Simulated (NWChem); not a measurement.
System: AlHOIF; SMILES [OH][Al]([F])[I]

NWChem input:

```
start job
memory heap 200 mb stack 900 mb global 1100 mb
geometry units angstroms
  Al    -0.075393    -1.283343     0.787282
  F     -1.473572    -2.151031     0.781643
  I      0.068792     0.840126    -0.508272
  O      1.209442    -1.810042     1.640521
  H      1.934032    -2.146369     2.145552
end
basis spherical
  * library def2-svp
end
ecp
  I library def2-ecp
end
dft
  xc pbe0
  iterations 150
end
driver
  maxiter 120
end
task dft optimize
dft
  grid fine
  convergence energy 1d-8 density 1d-7
end
task dft freq numerical
```

Parts of the log:

```
             Northwest Computational Chemistry Package (NWChem) 7.3.0
             --------------------------------------------------------

 CS  symmetry detected

                             Geometry "geometry" -> ""
                             -------------------------

 Output coordinates in angstroms (scale by  1.889725989 to convert to a.u.)

  No.       Tag          Charge          X              Y              Z
 ---- ---------------- ---------- -------------- -------------- --------------
    1 Al                  13.0000     0.01224331    -1.39080152     0.00000000
    2 F                    9.0000    -1.40415346    -2.22843929     0.00000000
    3 I                   53.0000    -0.02312632     1.10060734     0.00000000
    4 O                    8.0000     1.43326507    -2.18887713     0.00000000
    5 H                    1.0000     2.23779251    -2.68479889     0.00000000

 Effective nuclear repulsion energy (a.u.)     378.3635951725

      Symmetry information
      --------------------

 Group name             Cs
 Group number              2
 Group order               2
 No. of unique centers     5

                                Z-matrix (autoz)
                                --------

 Units are Angstrom for bonds and degrees for angles

      Type          Name      I     J     K     L     M      Value
      ----------- --------  ----- ----- ----- ----- ----- ----------
    1 Stretch                  1     2                       1.64554
    2 Stretch                  1     3                       2.49166
    3 Stretch                  1     4                       1.62979
    4 Stretch                  4     5                       0.94509
    5 Bend                     2     1     3               119.78614
    6 Bend                     2     1     4               120.08103
    7 Bend                     3     1     4               120.13283
    8 Bend                     5     1     2               119.22558
    9 Bend                     5     1     3               120.98829
   10 Torsion                  1     2     4     5         180.00000
   11 Torsion                  1     3     4     5         180.00000
   12 Torsion                  3     2     1     4         180.00000
   13 Torsion                  2     3     1     4         180.00000

                           NWChem Geometry Optimization
                           ----------------------------

 maximum gradient threshold         (gmax) =   0.000450
 rms gradient threshold             (grms) =   0.000300
 maximum cartesian step threshold   (xmax) =   0.001800
 rms cartesian step threshold       (xrms) =   0.001200
 fixed trust radius                (trust) =   0.300000
 source of zmatrix                         =   autoz

          -------------------
          Energy Minimization
          -------------------

 Using diagonal initial Hessian
 Scaling for Hessian diagonals: bonds = 1.00  angles = 0.25  torsions = 0.10

          --------
          Step   0

                                 NWChem DFT Module
                                 -----------------

 Summary of "ao basis" -> "ao basis" (spherical)
 ------------------------------------------------------------------------------
       Tag                 Description            Shells   Functions and Types
 ---------------- ------------------------------  ------  ---------------------
 Al                         def2-svp                 8       18   4s3p1d
 F                          def2-svp                 6       14   3s2p1d
 I                          def2-svp                10       26   4s4p2d
 O                          def2-svp                 6       14   3s2p1d
 H                          def2-svp                 3        5   2s1p

      Symmetry analysis of basis
      --------------------------

        a'         55
        a"         22

            General Information
            -------------------
          SCF calculation type: DFT
          Wavefunction type:  closed shell.
          No. of atoms     :     5
          No. of electrons :    56
           Alpha electrons :    28
            Beta electrons :    28
          Charge           :     0
          Spin multiplicity:     1
          Use of symmetry is: on ; symmetry adaption is: on
          Maximum number of iterations: 150
          AO basis - number of functions:    77
                     number of shells:    33
          Convergence on energy requested:  1.00D-06
          Convergence on density requested:  1.00D-05
          Convergence on gradient requested:  5.00D-04

              XC Information
              --------------
                         PBE0 Method XC Functional
                     Hartree-Fock (Exact) Exchange  0.250
          PerdewBurkeErnzerhof Exchange Functional  0.750
            Perdew 1991 LDA Correlation Functional  1.000 local
           PerdewBurkeErnz. Correlation Functional  1.000 non-local

             Grid Information
             ----------------
          Grid used for XC integration:  medium
          Radial quadrature: Mura-Knowles
          Angular quadrature: Lebedev.
          Tag              B.-S. Rad. Rad. Pts. Rad. Cut. Ang. Pts.
          ---              ---------- --------- --------- ---------
          Al                  1.25       88           9.0       590
          F                   0.50       49          10.0       434
          I                   1.40      123          11.0       590
          O                   0.60       49          10.0       434
          H                   0.35       45          12.0       434
          Grid pruning is: on
          Number of quadrature shells:   354
          Spatial weights used:  Erf1

      Superposition of Atomic Density Guess
      -------------------------------------

 Sum of atomic energies:        -763.40148133

      Non-variational initial energy
      ------------------------------

 Total energy =    -713.474658
 1-e energy   =   -1550.210090
 2-e energy   =     608.988064
 HOMO         =      -0.363480
 LUMO         =      -0.048908

      Symmetry analysis of molecular orbitals - initial
      -------------------------------------------------

  Numbering of irreducible representations:

     1 a'          2 a"

  Orbital symmetries:

     1 a'          2 a'          3 a'          4 a'          5 a'
     6 a'          7 a"          8 a'          9 a'         10 a'
    11 a"         12 a'         13 a'         14 a"         15 a'
    16 a"         17 a'         18 a'         19 a'         20 a'
    21 a'         22 a'         23 a"         24 a'         25 a"
    26 a'         27 a"         28 a'         29 a'         30 a"
    31 a'         32 a'         33 a'         34 a'         35 a'
    36 a"         37 a'         38 a'

   convergence    iter        energy       DeltaE   RMS-Dens  Diis-err
 ---------------- ----- ----------------- --------- --------- ---------
 d= 0,ls=0.0,diis     1   -715.3901138462 -9.43D+02  1.79D-02  9.20D-01
 d= 0,ls=0.0,diis     2   -715.3082653768  8.18D-02  9.45D-03  2.02D+00
 d= 0,ls=0.0,diis     3   -715.4911868615 -1.83D-01  1.02D-03  6.90D-03
 d= 0,ls=0.0,diis     4   -715.4917057880 -5.19D-04  5.09D-04  1.12D-03
 d= 0,ls=0.0,diis     5   -715.4918961625 -1.90D-04  1.14D-04  6.94D-05
  Resetting Diis
 d= 0,ls=0.0,diis     6   -715.4919075357 -1.14D-05  1.61D-05  2.11D-06
 d= 0,ls=0.0,diis     7   -715.4919076679 -1.32D-07  1.45D-05  8.30D-07
 d= 0,ls=0.0,diis     8   -715.4919075638  1.04D-07  8.71D-06  1.98D-06

         Total DFT energy =     -715.491907563840
      One electron energy =    -1553.412186869538
           Coulomb energy =      670.378838590936
    Exchange-Corr. energy =      -60.205926833812
 Nuclear repulsion energy =      227.747367548574

 Numeric. integr. density =       56.000002999079

                  Occupations of the irreducible representations
                  ----------------------------------------------

                     irrep           alpha         beta
                     --------     --------     --------
                     a'               21.0         21.0
                     a"                7.0          7.0

                       DFT Final Molecular Orbital Analysis
                       ------------------------------------

 Vector   26  Occ=2.000000D+00  E=-3.453391D-01  Symmetry=a'
              MO Center=  5.8D-01, -6.7D-01, -2.3D-15, r^2= 4.4D+00
   Bfn.  Coefficient  Atom+Function         Bfn.  Coefficient  Atom+Function
  ----- ------------  ---------------      ----- ------------  ---------------
    44      0.388749  3 I  py                63      0.385895  4 O  py
    47      0.319938  3 I  py                66      0.276251  4 O  py
    62      0.184579  4 O  px                 3     -0.160593  1 Al s
    41     -0.158378  3 I  py                65      0.153693  4 O  px
    38     -0.129147  3 I  py                35      0.123125  3 I  s

[...]

      ----------------------
      Optimization converged
      ----------------------

  Step       Energy      Delta E   Gmax     Grms     Xrms     Xmax
  ---- ---------------- -------- -------- -------- -------- --------
@    9    -715.49594677 -2.3D-06  0.00036  0.00014  0.00069  0.00166
                                     ok       ok       ok       ok

                                Z-matrix (autoz)
                                --------

 Units are Angstrom for bonds and degrees for angles

      Type          Name      I     J     K     L     M      Value     Gradient
      ----------- --------  ----- ----- ----- ----- ----- ---------- ----------
    1 Stretch                  1     2                       1.65791   -0.00036
    2 Stretch                  1     3                       2.43711   -0.00013
    3 Stretch                  1     4                       1.68507    0.00015
    4 Stretch                  4     5                       0.95891   -0.00013
    5 Bend                     2     1     3               119.73509    0.00004
    6 Bend                     2     1     4               120.93644    0.00015
    7 Bend                     3     1     4               119.32847   -0.00019
    8 Bend                     5     1     2               101.86182   -0.00003
    9 Bend                     5     1     3               138.40309   -0.00000
   10 Torsion                  1     2     4     5         180.00000    0.00000
   11 Torsion                  1     3     4     5           0.00000    0.00000
   12 Torsion                  3     2     1     4         180.00000    0.00000
   13 Torsion                  2     3     1     4         180.00000    0.00000

                         Geometry "geometry" -> "geometry"
                         ---------------------------------

 Output coordinates in angstroms (scale by  1.889725989 to convert to a.u.)

  No.       Tag          Charge          X              Y              Z
 ---- ---------------- ---------- -------------- -------------- --------------
    1 Al                  13.0000     0.10918917    -1.31866778     0.00000000
    2 F                    9.0000    -1.22736189    -2.29963393     0.00000000
    3 I                   53.0000    -0.16846817     1.10257883     0.00000000
    4 O                    8.0000     1.66274465    -1.97129584     0.00000000
    5 H                    1.0000     1.87991735    -2.90529076     0.00000000

 Effective nuclear repulsion energy (a.u.)     381.3006364906

      Symmetry information
      --------------------

 Group name             Cs
 Group number              2
 Group order               2
 No. of unique centers     5

                Final and change from initial internal coordinates
                --------------------------------------------------

                                Z-matrix (autoz)
                                --------

 Units are Angstrom for bonds and degrees for angles

      Type          Name      I     J     K     L     M      Value       Change
      ----------- --------  ----- ----- ----- ----- ----- ---------- ----------
    1 Stretch                  1     2                       1.65791    0.01236
    2 Stretch                  1     3                       2.43711   -0.05455
    3 Stretch                  1     4                       1.68507    0.05528
    4 Stretch                  4     5                       0.95891    0.01382
    5 Bend                     2     1     3               119.73509   -0.05104
    6 Bend                     2     1     4               120.93644    0.85541
    7 Bend                     3     1     4               119.32847   -0.80436
    8 Bend                     5     1     2               101.86182  -17.36375
    9 Bend                     5     1     3               138.40309   17.41480
   10 Torsion                  1     2     4     5         180.00000    0.00000
   11 Torsion                  1     3     4     5           0.00000 -180.00000
   12 Torsion                  3     2     1     4         180.00000    0.00000
   13 Torsion                  2     3     1     4         180.00000    0.00000

[...]

 Rotational Constants
 --------------------
 A=   0.220840 cm-1  (  0.317733 K)
 B=   0.045344 cm-1  (  0.065239 K)
 C=   0.037620 cm-1  (  0.054125 K)

 Temperature                      =   298.15K
 frequency scaling parameter      =   1.0000

 Zero-Point correction to Energy  =   10.871 kcal/mol  (  0.017324 au)
 Thermal correction to Energy     =   14.366 kcal/mol  (  0.022893 au)
 Thermal correction to Enthalpy   =   14.958 kcal/mol  (  0.023837 au)

 Total Entropy                    =   79.281 cal/mol-K
   - Translational                =   41.611 cal/mol-K (mol. weight = 189.8831)
   - Rotational                   =   27.838 cal/mol-K (symmetry #  =        1)
   - Vibrational                  =    9.832 cal/mol-K

 Cv (constant volume heat capacity) =   16.794 cal/mol-K
   - Translational                  =    2.979 cal/mol-K
   - Rotational                     =    2.979 cal/mol-K
   - Vibrational                    =   10.835 cal/mol-K

[normal modes left out]

 ----------------------------------------------------------------------------
 Normal Eigenvalue ||           Projected Infra Red Intensities
  Mode   [cm**-1]  || [atomic units] [(debye/angs)**2] [(KM/mol)] [arbitrary]
 ------ ---------- || -------------- ----------------- ---------- -----------
    1       -0.000 ||    0.000007           0.000         0.007       0.001
    2       -0.000 ||    0.000068           0.002         0.066       0.011
    3        0.000 ||    0.000495           0.011         0.482       0.081
    4        0.000 ||    0.000023           0.001         0.022       0.004
    5        0.000 ||    0.000085           0.002         0.083       0.014
    6        0.000 ||    0.000128           0.003         0.125       0.021
    7      151.361 ||    0.001637           0.038         1.595       0.269
    8      193.364 ||    0.024588           0.567        23.970       4.046
    9      237.148 ||    0.023833           0.550        23.233       3.922
   10      343.641 ||    0.176829           4.080       172.382      29.098
   11      357.006 ||    0.084387           1.947        82.265      13.886
   12      553.924 ||    0.146029           3.369       142.356      24.030
   13      826.295 ||    0.194309           4.483       189.422      31.975
   14      964.571 ||    0.109154           2.518       106.409      17.962
   15     3980.506 ||    0.149973           3.460       146.201      24.679
 ----------------------------------------------------------------------------
```

Level: PBE0/def2-SVP with def2 effective core potentials on I. def2 effective core potentials on I; no spin-orbit coupling.
